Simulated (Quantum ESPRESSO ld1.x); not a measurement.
Values are calculated unless marked as measured or tabulated.
Valence configurations of As (all share [Ar]). Code: ld1.x of Quantum ESPRESSO 7.5. Model: scalar-relativistic Kohn-Sham, LDA (Slater exchange, Perdew-Wang correlation), spin-polarised, spherical densities, point nucleus; open shells are filled with parallel spins first. Energies are relative to 3d10 4s2 4p3; eigenvalues in eV for spin up.

| valence | E (eV) | moment (Bohr magnetons) | e(3d) | e(4p) | e(4s) |
|---|---|---|---|---|---|
| 3d10 4s2 4p3 | 0.000 | 3 | -40.705 | -5.956 | -15.326 |
| 3d10 4s1 4p4 | 9.320 | 3 | -42.494 | -6.729 | -16.447 |
| 3d9.5 4s2 4p3.5 | 19.208 | 3 | -46.414 | -6.572 | -16.475 |
| 3d10 4p5 | 20.453 | 1 | -44.097 | -6.856 | - |
| 3d9 4s2 4p4 | 40.533 | 3 | -52.235 | -7.152 | -17.559 |
| 3d9 4s1 4p5 | 50.804 | 3 | -53.853 | -7.833 | -18.527 |
| 3d9 4s0.5 4p5.5 | 56.734 | 2 | -54.559 | -7.843 | -18.593 |
| 3d8.5 4s2 4p4.5 | 64.034 | 3 | -58.178 | -7.711 | -18.596 |
| 3d8 4s1 4p6 | 100.92 | 3 | -65.737 | -8.878 | -20.462 |
| 3d7.5 4s2 4p5.5 | 117.79 | 3 | -70.444 | -8.795 | -20.571 |

NIST lists [Ar] 3d10 4s2 4p3 as the ground configuration; this level of theory agrees among the configurations tried. The energies are those of spherical high-spin densities, not of single terms.
